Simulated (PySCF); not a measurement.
# Radial density of Cl+ (chlorine, charge +1)

TPSS, [Ne] 3s2 3p4, high-spin 3P determinant. Calculation: PySCF 2.14, in aug-cc-pV(D+d)Z (5s4p3d, 32 functions); the non-relativistic Hamiltonian (point nucleus).

```tsv
r (bohr)	4πr²ρ (e/bohr)	4πr²(ρα − ρβ)
0.00127	0.06208	0.0000
0.00213	0.1710	0.0000
0.00358	0.4595	0.0000
0.00603	1.198	0.0001
0.0101	2.946	0.0003
0.0171	6.600	0.0008
0.0287	12.61	0.0028
0.0482	18.59	0.0117
0.0811	18.46	0.0494
0.136	13.46	0.1639
0.230	16.70	0.2996
0.386	17.87	0.1383
0.650	6.200	0.1053
1.09	4.047	1.1615
1.84	3.058	1.0517
3.09	0.3919	0.1405
5.20	0.004579	0.0016
8.74	1.185e-05	0.0000
```
